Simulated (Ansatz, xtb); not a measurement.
A geometry optimisation of CH3ClFSi with r2SCAN-D4/def2-SVP

The starting geometry of this gas-phase doublet has its atoms placed at random.

```json
{"atom": "C", "x (Å)": "1.0084", "y (Å)": "-1.8871", "z (Å)": "-0.4592"}
{"atom": "Cl", "x (Å)": "0.7202", "y (Å)": "-0.0819", "z (Å)": "-1.8286"}
{"atom": "F", "x (Å)": "-1.2057", "y (Å)": "-0.8472", "z (Å)": "0.8394"}
{"atom": "Si", "x (Å)": "-0.3175", "y (Å)": "0.6874", "z (Å)": "0.6301"}
{"atom": "H", "x (Å)": "1.0056", "y (Å)": "-0.8213", "z (Å)": "0.8897"}
{"atom": "H", "x (Å)": "-1.0335", "y (Å)": "0.5490", "z (Å)": "-1.1739"}
{"atom": "H", "x (Å)": "-0.0248", "y (Å)": "-2.1553", "z (Å)": "-0.4935"}
```

Q: One run relaxed it with r2SCAN-D4/def2-SVP. What is a likely outcome?

A: It ends as `F[SiH]CCl`. Contacts that close: C1–Cl2 (2.28 → 1.80 Å), C1–Si4 (3.09 → 1.89 Å), C1–H5 (1.72 → 1.10 Å), Si4–H6 (1.95 → 1.50 Å).

The energy falls by 7.34 eV over 17 steps:

| step | E − E(last) (eV) |
| --- | --- |
| 1 | 7.341 |
| 3 | 3.787 |
| 5 | 2.591 |
| 6 | 2.192 |
| 8 | 0.729 |
| 10 | 0.070 |
| 12 | 0.024 |
| 13 | 0.005 |
| 15 | 0.001 |
| 17 | 0.000 |

Final geometry (Å):

| atom | x (Å) | y (Å) | z (Å) |
| --- | --- | --- | --- |
| C | 0.6442 | -1.1131 | -0.3244 |
| Cl | 1.5454 | -0.4390 | -1.7342 |
| F | -1.5409 | -0.4399 | 1.3704 |
| Si | -0.5723 | 0.2264 | 0.2333 |
| H | 1.3757 | -1.3973 | 0.4464 |
| H | -1.4192 | 0.6313 | -0.9316 |
| H | 0.1199 | -2.0247 | -0.6558 |

From the same start GFN2-xTB reaches the same bonding as this run.

From so rough a start the end depends on the optimiser's path, so another program may land elsewhere. No frequencies were run, so the end isn't proven a minimum. Open shells are spin-unrestricted. Run with Ansatz 0.2.0, 97 s on 1 thread of Intel(R) Xeon(R) Platinum 8488C (Sapphire Rapids), with other jobs on the host.
